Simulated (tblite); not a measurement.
Species: C4H6N2O.
SMILES with atom numbers: `[H]/[N:4]=[C:3](\[CH:2]=[CH2:1])[C:5]([NH2:6])=[O:7]` (hydrogens: H8, H9 on C1; H10 on C2; H11 on N4; H12, H13 on N6)

A start from a force field or distance geometry was refined with GFN2-xTB geometry optimisation, gas phase in tblite 0.8.0. Values at the start:

```json
{"coordinate": "C1=C2", "start": "1.329 Å"}
{"coordinate": "C1–H8", "start": "1.080 Å"}
{"coordinate": "C1–H9", "start": "1.082 Å"}
{"coordinate": "C2–C3", "start": "1.444 Å"}
{"coordinate": "C2–H10", "start": "1.077 Å"}
{"coordinate": "C3=N4", "start": "1.291 Å"}
{"coordinate": "C3–C5", "start": "1.473 Å"}
{"coordinate": "N4–H11", "start": "1.028 Å"}
{"coordinate": "C5–N6", "start": "1.425 Å"}
{"coordinate": "C5=O7", "start": "1.275 Å"}
{"coordinate": "N6–H12", "start": "1.055 Å"}
{"coordinate": "C1–C2–C3", "start": "124.1°"}
{"coordinate": "C2–C3–N4", "start": "121.7°"}
{"coordinate": "C2–C3–C5", "start": "118.0°"}
{"coordinate": "C3–C5–N6", "start": "122.6°"}
{"coordinate": "C3–C5–O7", "start": "119.8°"}
{"coordinate": "N4–C3–C5", "start": "120.3°"}
{"coordinate": "N6–C5–O7", "start": "117.5°"}
{"coordinate": "C1–C2–C3–N4", "start": "2°"}
```

How do these coordinates change at the GFN2-xTB level?

| coordinate | GFN2-xTB (Å or °) | change |
| --- | --- | --- |
| C5–N6 | 1.342 | -0.083 |
| C5=O7 | 1.213 | -0.062 |
| N6–H12 | 1.007 | -0.048 |
| C3–C5 | 1.519 | +0.046 |
| C3=N4 | 1.268 | -0.023 |
| C2–C3 | 1.463 | +0.019 |
| N4–H11 | 1.018 | -0.010 |
| C2–H10 | 1.081 | +0.004 |
| C1–H8 | 1.076 | -0.004 |
| C1–H9 | 1.080 | -0.002 |
| C1=C2 | 1.328 | -0.001 |
| C3–C5–N6 | 112.5 | -10.1 |
| N6–C5–O7 | 124.8 | +7.3 |
| C2–C3–N4 | 128.7 | +7.0 |
| N4–C3–C5 | 116.5 | -3.8 |
| C2–C3–C5 | 114.8 | -3.2 |
| C3–C5–O7 | 122.8 | +3.0 |
| C1–C2–C3 | 124.6 | +0.5 |
| C1–C2–C3–N4 | -2 | -4 |

The energy falls by 145.3 kJ/mol over 78 L-BFGS steps, the largest force on an atom goes from 4.41 to 0.010 eV/Å, and the atoms move by 0.422 Å rms after alignment. The bond that changes most is C5–N6 (amide carbonyl carbon to amide nitrogen), which shortens by 0.083 Å. Bonds longer at the end by more than 0.005 Å: 2 of 12; shorter: 6. Among the dihedrals that turn most is C3–C5–N6–H13, from 106° to 180°. Rotational constants go from 5302, 1926, 1425 to 5254, 2027, 1463 MHz.

On one thread of an Arm Neoverse V1 (shared host), this took 0.38 s wall.

Its GFN2-xTB frequencies are all real (lowest 22 cm⁻¹). The numbers are those of one conformer. 3 starts were optimised and ended at 0.00, 0.02 and 0.61 kcal/mol (GFN2-xTB); the lowest of these is shown.

These are computed values.
